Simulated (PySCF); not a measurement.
B(Cl)(Me)(OMe) (C₂H₆BClO), SMILES COB(C)Cl.

Geometry optimised at B3LYP-D3(BJ)/def2-SVP. The structure was generated by enumeration, and PubChem lists no compound with its InChIKey, so it may never have been made. One conformer was computed; it need not be the lowest.

Method: PySCF with r2SCAN/def2-TZVP.

Gas-phase values at a fixed geometry.

| Quantity | Result |
|---|---|
| total energy | -640.13989 hartree |
| highest occupied level | -7.45 eV |
| lowest empty level | -0.43 eV |
| orbital gap | 7.01 eV |
| dipole moment | 0.635 e·Å |
| quadrupole, principal values (traceless, Buckingham form, about the centre of nuclear charge) | -2.96, -0.12, 3.08 D·Å |
| mean static polarisability | 55.2 bohr³ (8.18 Å³) |
| polarisability, principal values | 43.3, 54.2, 68.2 bohr³ |
